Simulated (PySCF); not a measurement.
**Correlation energy of Hg²⁺ (mercury, charge +2)**

[Xe] 4f14 5d10, closed-shell 1S. Computed with PySCF 2.14 in def2-SVP with the def2 core potential (60 electrons) (6s3p2d1f, 32 functions), with scalar relativity through the core potential. Frozen: 5s2 5p6; 10 electrons correlated.

Total MP2 correlation energy: -196.54 mhartree.

Same-spin part -71.12 and opposite-spin part -125.42 mhartree; SCS-MP2 scales them by 1/3 and 6/5 to -174.21 mhartree.

| level | correlation energy (mhartree) |
| --- | --- |
| CCSD | -191.25 |
| (T) | -1.61 |
| CCSD(T) | -192.86 |

Diagnostics: T1 = 0.0047, D1 = 0.0066, largest double amplitude 0.024.

Question: Is a single reference adequate?

Answer: Yes, within this model without spin-orbit coupling: T1 lies below 0.03 and no double amplitude reaches 0.07.
